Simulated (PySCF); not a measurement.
CH4BGe, BGeH7OSi, CH8Ge2Si, Al2GeH3N and others (calculated)

All values are calculated (PySCF 2.14.0). Calculation on a computer-drawn molecule: the log of a Hartree-Fock and frozen-core CCSD(T) single point meant for a local Hartree-Fock minimum, with one planted fault or none, to be diagnosed. Offsets are logged minus clean, where the clean run is the same molecule without the fault. The reference is restricted for singlets and unrestricted otherwise, and also for a bond in bohr or an excited solution. Adding or removing an electron swaps singlet and doublet. The excited solution moves the top pair (singlet) or top alpha electron (doublet) to the lowest empty orbital. Highest occupied and lowest empty are orbital energies over both spins, largest force is the largest gradient component, triples share is (T) over the correlation energy, the T1 limit is 0.02 restricted and 0.045 unrestricted, electrons count all cores, a negative frequency is imaginary (commonest isotopes), and the dipole is about the centre of nuclear charge; on germanium a core potential holds 10 electrons, which the energies leave out, and 3d is frozen in MP2 and coupled-cluster steps.

Common to all runs: meant basis and core potential on germanium cc-pVDZ-PP ECP10MDF; logged SCF converged yes; logged CC converged yes; logged SCF stable within its kind yes; possible faults no fault, one electron removed, one electron added, multiplicity raised by two, geometry at a saddle point, SCF held on an excited solution, minimal basis STO-3G, one bond length entered in bohr, all coordinates scaled.

(1) CH4BGe

Logged structure:
```xyz
7
CH4BGe
B      0.9361    -1.6251    -0.5473
C      0.6789    -0.6613    -1.5449
Ge     0.8446    -1.0763    -3.3139
H      1.1591    -2.4550     0.2507
H      0.3766     0.3494    -1.2822
H      0.5678    -0.0404    -4.3748
H      1.2610    -2.4631    -3.7460
```

* meant charge: 1
* meant multiplicity: 1
* meant basis: cc-pVDZ
* logged electrons: 45
* logged basis functions: 71
* logged spin squared: 0.7557
* logged highest occupied: -24.668 eV
* logged lowest empty: -13.064 eV
* logged largest force: 0.083094 hartree/bohr
* logged T1 diagnostic: 0.011656
* logged D1 diagnostic: 0.030207
* logged triples share: 0.024242
* logged dipole magnitude: 6.1963 debye
* logged energy HF: -357.42679 hartree
* logged energy CCSD(T): -357.69976 hartree
* planted fault: one electron removed
* HF energy offset from clean run: 323.8 kcal/mol
* CCSD(T) energy offset from clean run: 356.9 kcal/mol

Drawn bonds:
```csv
atom,other atom,order
1,2,1
2,3,2
1,4,1
2,5,1
3,6,1
3,7,1
```

(2) BGeH7OSi

Logged structure:
```xyz
11
BGeH7OSi
B     -1.0229    -2.7695     0.2552
Si    -1.8659    -1.1296    -0.8064
Ge    -0.8577     0.7616     0.5086
O      0.1111    -0.2817     1.7433
H     -1.6173    -3.2691     1.2370
H      0.0810    -3.2518    -0.0850
H     -3.4136    -1.0539    -0.7461
H     -1.4323    -1.0356    -2.2922
H      0.1699     1.7097    -0.2790
H     -1.8830     1.6936     1.3181
H      0.6422     0.2019     2.4228
```

* meant charge: 0
* meant multiplicity: 1
* meant basis: cc-pV(D+d)Z
* logged electrons: 66
* logged basis functions: 109
* logged spin squared: 0
* logged highest occupied: -10.109 eV
* logged lowest empty: 1.4297 eV
* logged largest force: 0.035779 hartree/bohr
* logged T1 diagnostic: 0.01421
* logged D1 diagnostic: 0.037601
* logged triples share: 0.025542
* logged dipole magnitude: 1.0492 debye
* logged energy HF: -685.90607 hartree
* logged energy CCSD(T): -686.45564 hartree
* planted fault: all coordinates scaled, by +4.5 %
* HF energy offset from clean run: 11.02 kcal/mol
* CCSD(T) energy offset from clean run: 6.832 kcal/mol

Drawn bonds:
```csv
atom,other atom,order
1,2,1
2,3,1
3,4,1
1,5,1
1,6,1
2,7,1
2,8,1
3,9,1
3,10,1
4,11,1
```

(3) CH8Ge2Si

Logged structure:
```xyz
12
CH8Ge2Si
C     -1.9199    -1.2658     1.2903
Si    -0.9923    -0.9282    -0.0988
Ge    -0.0386     1.2544    -0.3811
Ge    -0.6595    -2.6425    -1.7429
H     -2.3737    -2.2355     1.4678
H     -2.1017    -0.5275     2.0647
H     -0.5597     1.9075    -1.6659
H     -0.4185     2.1253     0.8187
H      1.4883     1.1659    -0.4791
H     -1.2138    -2.2000    -3.1015
H     -1.3812    -3.9147    -1.2925
H      0.8339    -2.9414    -1.9141
```

- meant charge: 0
- meant multiplicity: 1
- meant basis: cc-pV(D+d)Z
- logged electrons: 92
- logged basis functions: 123
- logged spin squared: 0
- logged highest occupied: -8.4773 eV
- logged lowest empty: 1.8839 eV
- logged largest force: 1.799e-06 hartree/bohr
- logged lowest frequency: 67.007 cm⁻¹
- logged T1 diagnostic: 0.013698
- logged D1 diagnostic: 0.041673
- logged triples share: 0.034178
- logged dipole magnitude: 0.55494 debye
- logged energy HF: -918.15865 hartree
- logged energy CCSD(T): -918.68183 hartree
- planted fault: no fault
- HF energy offset from clean run: 0 kcal/mol
- CCSD(T) energy offset from clean run: 0 kcal/mol

Drawn bonds:
```csv
atom,other atom,order
1,2,2
2,3,1
2,4,1
1,5,1
1,6,1
3,7,1
3,8,1
3,9,1
4,10,1
4,11,1
4,12,1
```

(4) Al2GeH3N

Logged structure:
```xyz
7
Al2GeH3N
Al    -3.4072     3.0870    -0.0160
Al    -1.7185     0.8634    -0.4001
N     -0.7375    -0.4245    -0.6204
Ge     0.3404    -1.8350    -0.8593
H      1.7417    -1.5987    -0.2546
H      0.5448    -2.1572    -2.3558
H     -0.2246    -3.1113    -0.1980
```

* meant charge: 0
* meant multiplicity: 1
* meant basis: cc-pV(D+d)Z
* logged electrons: 68
* logged basis functions: 98
* logged spin squared: 2.044
* logged highest occupied: -7.2188 eV
* logged lowest empty: -1.1857 eV
* logged largest force: 0.014805 hartree/bohr
* logged T1 diagnostic: 0.033621
* logged D1 diagnostic: 0.10277
* logged triples share: 0.041937
* logged dipole magnitude: 6.631 debye
* logged energy HF: -833.32168 hartree
* logged energy CCSD(T): -833.73114 hartree
* planted fault: multiplicity raised by two
* HF energy offset from clean run: 22.11 kcal/mol
* CCSD(T) energy offset from clean run: 35.54 kcal/mol

Drawn bonds:
```csv
atom,other atom,order
1,2,1
2,3,2
3,4,1
4,5,1
4,6,1
4,7,1
```

(5) C2H6GeSi

Logged structure:
```xyz
10
C2H6GeSi
C     -0.5875     1.7735     0.6943
C     -0.3506     0.3050     0.9137
Si    -0.3310    -0.9796    -0.2377
Ge     0.0825    -3.2739     0.4270
H      0.2732     2.3584     1.0347
H     -1.4510     2.1160     1.2737
H     -0.7664     2.0117    -0.3547
H     -0.1669     0.0243     1.9484
H     -0.5807    -0.6040    -1.6502
H      0.2280    -2.8073     1.9307
```

- meant charge: 0
- meant multiplicity: 1
- meant basis: cc-pV(D+d)Z
- logged electrons: 64
- logged basis functions: 104
- logged spin squared: 0
- logged highest occupied: -7.9481 eV
- logged lowest empty: -0.17804 eV
- logged largest force: 1.917e-05 hartree/bohr
- logged lowest frequency: 82.19 cm⁻¹
- logged T1 diagnostic: 0.015931
- logged D1 diagnostic: 0.055037
- logged triples share: 0.037959
- logged dipole magnitude: 0.57031 debye
- logged energy HF: -661.46174 hartree
- logged energy CCSD(T): -661.99907 hartree
- planted fault: no fault
- HF energy offset from clean run: 0 kcal/mol
- CCSD(T) energy offset from clean run: 0 kcal/mol

Drawn bonds:
```csv
atom,other atom,order
1,2,1
2,3,2
3,4,1
1,5,1
1,6,1
1,7,1
2,8,1
3,9,1
4,10,1
```

(6) BGeH5O2

Logged structure:
```xyz
9
BGeH5O2
O     -2.5739    -0.5914     0.2654
B     -1.2295    -0.5456     0.2976
Ge    -0.0398    -0.5571    -1.4377
O      1.4833    -1.4630    -1.1788
H     -2.9605    -0.6483    -0.5956
H     -0.7306    -0.4882     1.3879
H     -0.7891    -1.1746    -2.6390
H      0.4431     0.8393    -1.8361
H      1.3768    -2.3464    -0.8585
```

- meant charge: 0
- meant multiplicity: 1
- meant basis: cc-pVDZ
- logged electrons: 59
- logged basis functions: 90
- logged spin squared: 0.759
- logged highest occupied: 0.77937 eV
- logged lowest empty: 8.4303 eV
- logged largest force: 0.079486 hartree/bohr
- logged T1 diagnostic: 0.018451
- logged D1 diagnostic: 0.094425
- logged triples share: 0.023609
- logged dipole magnitude: 3.6308 debye
- logged energy HF: -470.69513 hartree
- logged energy CCSD(T): -471.31766 hartree
- planted fault: one electron added
- HF energy offset from clean run: 36.47 kcal/mol
- CCSD(T) energy offset from clean run: 27.59 kcal/mol

Drawn bonds:
```csv
atom,other atom,order
1,2,1
2,3,1
3,4,1
1,5,1
2,6,1
3,7,1
3,8,1
4,9,1
```

Notes: highest electron not bound in this basis.

(7) CH5B2Ge

Logged structure:
```xyz
9
CH5B2Ge
B     -0.9824    -2.0146     1.3889
C     -0.3298    -0.7939     1.3270
Ge     1.1260    -0.5459     0.1089
B      2.1601     1.1288    -0.1020
H     -1.5005    -3.0697     1.4001
H     -0.5971     0.0582     1.9427
H      1.3838    -1.8279    -0.6866
H      1.8803     2.0804     0.5689
H      3.0522     1.1642    -0.8994
```

- meant charge: 0
- meant multiplicity: 2
- meant basis: cc-pVDZ
- logged electrons: 52
- logged basis functions: 90
- logged spin squared: 0
- logged highest occupied: -14.878 eV
- logged lowest empty: -5.6902 eV
- logged largest force: 0.049209 hartree/bohr
- logged T1 diagnostic: 0.018064
- logged D1 diagnostic: 0.059532
- logged triples share: 0.036106
- logged dipole magnitude: 1.5084 debye
- logged energy HF: -383.18787 hartree
- logged energy CCSD(T): -383.60507 hartree
- planted fault: one electron removed
- HF energy offset from clean run: 147.5 kcal/mol
- CCSD(T) energy offset from clean run: 161.1 kcal/mol

Drawn bonds:
```csv
atom,other atom,order
1,2,1
2,3,2
3,4,1
1,5,1
2,6,1
3,7,1
4,8,1
4,9,1
```

(8) AlBGeH3N

Logged structure:
```xyz
7
AlBGeH3N
B     -1.5851     1.8776    -1.0081
Al    -0.0482     2.4205     0.3782
N      1.1269     2.8333     1.4415
Ge     2.3170     3.1174     2.7561
H     -1.4049     1.0076    -1.8087
H     -2.6409     2.4394    -0.9991
H      3.1931     4.2746     2.0541
```

- meant charge: 0
- meant multiplicity: 1
- meant basis: cc-pV(D+d)Z
- logged electrons: 61
- logged basis functions: 89
- logged spin squared: 1.7458
- logged highest occupied: -1.2784 eV
- logged lowest empty: 4.5802 eV
- logged largest force: 0.058773 hartree/bohr
- logged T1 diagnostic: 0.060804
- logged D1 diagnostic: 0.31178
- logged triples share: 0.041892
- logged dipole magnitude: 1.6444 debye
- logged energy HF: -616.08961 hartree
- logged energy CCSD(T): -616.53326 hartree
- planted fault: one electron added
- HF energy offset from clean run: 2.514 kcal/mol
- CCSD(T) energy offset from clean run: 1.923 kcal/mol

Drawn bonds:
```csv
atom,other atom,order
1,2,1
2,3,2
3,4,1
1,5,1
1,6,1
4,7,1
```

Notes: T1 above single-reference limit.

(9) B2GeH5

Logged structure:
```xyz
8
B2GeH5
B      1.4556    -0.0546    -0.2972
Ge    -0.4573    -0.1730     0.3992
B     -2.0888     0.6576    -0.4989
H      2.3604    -0.5713     0.2924
H      1.6752     0.5420    -1.3124
H     -0.8922    -1.6391     2.8598
H     -3.1814     0.5411    -0.0235
H     -1.9496     1.2715    -1.5180
```

* meant charge: 0
* meant multiplicity: 2
* meant basis: cc-pVDZ
* logged electrons: 47
* logged basis functions: 76
* logged spin squared: 1.6253
* logged highest occupied: -8.4447 eV
* logged lowest empty: 0.021042 eV
* logged largest force: 0.0074458 hartree/bohr
* logged T1 diagnostic: 0.036639
* logged D1 diagnostic: 0.13436
* logged triples share: 0.033064
* logged dipole magnitude: 0.52087 debye
* logged energy HF: -345.49255 hartree
* logged energy CCSD(T): -345.78077 hartree
* planted fault: one bond length entered in bohr, row 5 of the drawn bonds
* HF energy offset from clean run: 57.32 kcal/mol
* CCSD(T) energy offset from clean run: 67.63 kcal/mol

Drawn bonds:
```csv
atom,other atom,order
1,2,1
2,3,1
1,4,1
1,5,1
2,6,1
3,7,1
3,8,1
```

(10) CH6Ge2O

Logged structure:
```xyz
10
CH6Ge2O
O      1.9768    -0.2719     0.2807
Ge     1.0367    -1.3873     1.2669
C     -0.6073    -1.8360     0.8516
Ge    -1.6391    -1.2349    -0.6665
H      2.8534    -0.0926     0.5877
H      1.8678    -1.8465     2.4541
H     -1.0672    -2.5316     1.5475
H     -0.8126    -0.2656    -1.5155
H     -2.0656    -2.4245    -1.5421
H     -2.9227    -0.5244    -0.2071
```

* meant charge: 0
* meant multiplicity: 1
* meant basis: cc-pVDZ
* logged electrons: 84
* logged basis functions: 104
* logged spin squared: 0
* logged highest occupied: -8.3514 eV
* logged lowest empty: 2.4065 eV
* logged largest force: 2.38e-05 hartree/bohr
* logged lowest frequency: 86.17 cm⁻¹
* logged T1 diagnostic: 0.014353
* logged D1 diagnostic: 0.048091
* logged triples share: 0.030096
* logged dipole magnitude: 3.6412 debye
* logged energy HF: -702.92679 hartree
* logged energy CCSD(T): -703.50999 hartree
* planted fault: no fault
* HF energy offset from clean run: 0 kcal/mol
* CCSD(T) energy offset from clean run: 0 kcal/mol

Drawn bonds:
```csv
atom,other atom,order
1,2,1
2,3,2
3,4,1
1,5,1
2,6,1
3,7,1
4,8,1
4,9,1
4,10,1
```
